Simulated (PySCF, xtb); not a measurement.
**Relative energy of two isomers of FHOSn**

Structure a: `[OH][Sn][F]`, a triplet. Structure b: `[O]=[SnH][F]`, a singlet. Both are isolated molecules in the gas phase, relaxed with BLYP-D3(BJ)/def2-SVP; the shapes shown needn't be the lowest conformers.

a (Å):

```
atom    x (Å)    y (Å)    z (Å)
   F  -0.5970   2.3648  -0.0804
   O  -0.2981  -1.0276   0.5025
  Sn   0.6266   0.7779  -0.0430
   H  -0.5252  -1.4840  -0.3401
```

b (Å):

```xyz
4

F    -0.7305    1.6195   -0.9817
O     1.3243    0.1057    1.1525
Sn   -0.3194    0.9232    0.8170
H    -1.7722    1.3222    1.6732
```

Problem. Which of the two would you expect CCSD(T)/def2-TZVP electronic energies to favour?

Solution. Structure b; the calculation gives E(b) − E(a) = −45.3 kJ/mol.

Level by level:

```tsv
level	geometry	E(b) − E(a) (kJ/mol)	departure from the last row (kJ/mol)	job, with rough time for the two
BLYP-D3(BJ)/def2-SVP	BLYP-D3(BJ)/def2-SVP	−21.7	+23.6	optimisation, 81 s
HF/def2-TZVP	BLYP-D3(BJ)/def2-SVP	+80.6	+125.9	part of the CCSD(T) run
MP2/def2-TZVP	BLYP-D3(BJ)/def2-SVP	−64.3	−19.0	part of the CCSD(T) run
CCSD(T)/def2-TZVP	BLYP-D3(BJ)/def2-SVP	−45.3		single point, 13 min
```

As drawn, b has 1 O=Sn, 1 Sn–H in place of 1 O–Sn, 1 O–H.

HF/def2-TZVP puts the two in the other order. The largest departure from CCSD(T)/def2-TZVP is that of HF/def2-TZVP, 125.9 kJ/mol. At CCSD(T)/def2-TZVP a singlet with the links of a lies below this triplet. Levels run at GFN2-xTB geometries aren't shown.

With thermal terms from frequencies at re-optimised GFN2-xTB minima (ideal gas, soft modes damped towards free rotors, one conformer each, 298.15 K, 1 atm): on the last row, ΔE + ΔZPE = −54.1, ΔH = −56.1, ΔG = −49.7 kJ/mol.

The T1 diagnostic of structure b is large, so the coupled-cluster value is less sure. Open shells are spin-unrestricted. The correlated steps freeze 6 core orbitals; the filled d shell of Sn is correlated, in a basis made for valence electrons. Atoms past krypton carry core potentials in the def2 sets and no spin–orbit term is included. ΔG holds the spin degeneracy. Programs: PySCF 2.14.0, xtb 6.7.1; the last row on 2 threads of Arm Neoverse V1 on a shared host.
